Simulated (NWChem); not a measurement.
C2H3FO2Si; SMILES FC=C1O[SiH2]O1

```xyz
9

F     -0.3870     2.5840     0.0000
C      0.5546     1.6385     0.0000
C      0.2408     0.3441     0.0000
O     -1.0030    -0.2348     0.0000
Si    -0.2208    -1.7493     0.0000
O      1.1293    -0.7068     0.0000
H      1.5881     1.9846     0.0000
H     -0.3986    -2.5565     1.2311
H     -0.3986    -2.5565    -1.2311
```
Atoms are numbered in this order, from 1.

Computed with NWChem. Medium grid unless said otherwise, to which SCAN and Minnesota functionals are sensitive. Geometry: optimised at PBE0/def2-SVP.

### Question
Predict the results for r2SCAN/def2-SVP. Quantities: highest occupied level (eV); orbital gap (eV); dipole (D).

### Answer
```yaml
highest occupied level (eV): -5.19
orbital gap (eV): 3.69
dipole (D): 3.24
```
